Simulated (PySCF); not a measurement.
CH7NSi2, SMILES C1N[SiH2][SiH2]1.

Geometry optimised at PBE-D3(BJ)/def2-SVP. This is a generated structure with no PubChem entry under its InChIKey; it may be hypothetical.

Method: PBE-D3(BJ)/def2-SVP in PySCF.

Frequencies are harmonic and unscaled.

Computed vibrational spectrum:
```json
[
 {"mode": "1", "ν (cm⁻¹)": "69", "IR (km/mol)": "1.7", "moving atoms (share of kinetic energy)": "H 38 %, N 38 %, C 17 %"},
 {"mode": "2", "ν (cm⁻¹)": "301", "IR (km/mol)": "7.4", "moving atoms (share of kinetic energy)": "H 96 %"},
 {"mode": "3", "ν (cm⁻¹)": "412", "IR (km/mol)": "88.1", "moving atoms (share of kinetic energy)": "H 96 %"},
 {"mode": "4", "ν (cm⁻¹)": "417", "IR (km/mol)": "4.5", "moving atoms (share of kinetic energy)": "Si 53 %, N 25 %, C 14 %, H 9 %"},
 {"mode": "5", "ν (cm⁻¹)": "428", "IR (km/mol)": "0.9", "moving atoms (share of kinetic energy)": "Si 79 %, H 14 %"},
 {"mode": "6", "ν (cm⁻¹)": "519", "IR (km/mol)": "31.7", "moving atoms (share of kinetic energy)": "H 86 %, Si 13 %"},
 {"mode": "7", "ν (cm⁻¹)": "571", "IR (km/mol)": "0.8", "moving atoms (share of kinetic energy)": "H 95 %"},
 {"mode": "8", "ν (cm⁻¹)": "637", "IR (km/mol)": "8.9", "moving atoms (share of kinetic energy)": "H 48 %, C 40 %, Si 12 %"},
 {"mode": "9", "ν (cm⁻¹)": "637", "IR (km/mol)": "30.1", "moving atoms (share of kinetic energy)": "H 84 %, Si 9 %"},
 {"mode": "10", "ν (cm⁻¹)": "691", "IR (km/mol)": "136.8", "moving atoms (share of kinetic energy)": "H 62 %, Si 20 %, C 17 %"},
 {"mode": "11", "ν (cm⁻¹)": "741", "IR (km/mol)": "18.1", "moving atoms (share of kinetic energy)": "H 62 %, N 20 %, Si 15 %"},
 {"mode": "12", "ν (cm⁻¹)": "813", "IR (km/mol)": "118.7", "moving atoms (share of kinetic energy)": "H 40 %, N 32 %, Si 26 %"},
 {"mode": "13", "ν (cm⁻¹)": "820", "IR (km/mol)": "10.5", "moving atoms (share of kinetic energy)": "H 75 %, C 21 %"},
 {"mode": "14", "ν (cm⁻¹)": "905", "IR (km/mol)": "74.8", "moving atoms (share of kinetic energy)": "H 95 %"},
 {"mode": "15", "ν (cm⁻¹)": "969", "IR (km/mol)": "154.3", "moving atoms (share of kinetic energy)": "H 92 %"},
 {"mode": "16", "ν (cm⁻¹)": "1049", "IR (km/mol)": "17.9", "moving atoms (share of kinetic energy)": "H 36 %, C 32 %, N 31 %"},
 {"mode": "17", "ν (cm⁻¹)": "1133", "IR (km/mol)": "17.6", "moving atoms (share of kinetic energy)": "H 68 %, C 23 %, N 8 %"},
 {"mode": "18", "ν (cm⁻¹)": "1136", "IR (km/mol)": "0.0", "moving atoms (share of kinetic energy)": "H 90 %"},
 {"mode": "19", "ν (cm⁻¹)": "1293", "IR (km/mol)": "29.1", "moving atoms (share of kinetic energy)": "H 64 %, N 24 %, C 12 %"},
 {"mode": "20", "ν (cm⁻¹)": "1433", "IR (km/mol)": "4.1", "moving atoms (share of kinetic energy)": "H 92 %"},
 {"mode": "21", "ν (cm⁻¹)": "2102", "IR (km/mol)": "147.8", "moving atoms (share of kinetic energy)": "H 96 %"},
 {"mode": "22", "ν (cm⁻¹)": "2111", "IR (km/mol)": "173.2", "moving atoms (share of kinetic energy)": "H 98 %"},
 {"mode": "23", "ν (cm⁻¹)": "2153", "IR (km/mol)": "85.9", "moving atoms (share of kinetic energy)": "H 98 %"},
 {"mode": "24", "ν (cm⁻¹)": "2166", "IR (km/mol)": "106.8", "moving atoms (share of kinetic energy)": "H 96 %"},
 {"mode": "25", "ν (cm⁻¹)": "2917", "IR (km/mol)": "72.0", "moving atoms (share of kinetic energy)": "H 95 %"},
 {"mode": "26", "ν (cm⁻¹)": "2957", "IR (km/mol)": "32.1", "moving atoms (share of kinetic energy)": "H 90 %, C 10 %"},
 {"mode": "27", "ν (cm⁻¹)": "3502", "IR (km/mol)": "6.3", "moving atoms (share of kinetic energy)": "H 93 %"}
]
```
